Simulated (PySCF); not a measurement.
Cd(Me)2 (C2H6Cd), SMILES [CH3][Cd][CH3].

Geometry optimised at B3LYP-D3(BJ)/def2-SVP. The isomer is the one that the SMILES or the coordinates give; other isomers of the formula were not compared. The def2 effective core potentials stand for the cores of Cd; spin–orbit coupling is left out.

Method: PySCF with ωB97X/def2-TZVPD.

Isolated molecule, no solvent.

Task: Estimate the frontier levels, gap, dipole moment and polarisability. (The exact figures need the calculation; the answer reports its results.)

Result: 
```yaml
highest_occupied_level: -9.10 eV
lowest_empty_level: 1.61 eV
orbital_gap: 10.71 eV
dipole_moment: 0.00 D
quadrupole, principal values (traceless, Buckingham form, about the centre of nuclear charge): -8.14, 4.07, 4.07 D·Å
mean_static_polarisability: 60.8 bohr³ (9.01 Å³)
polarisability_principal_values: 48.7, 48.7, 85.0 bohr³
```
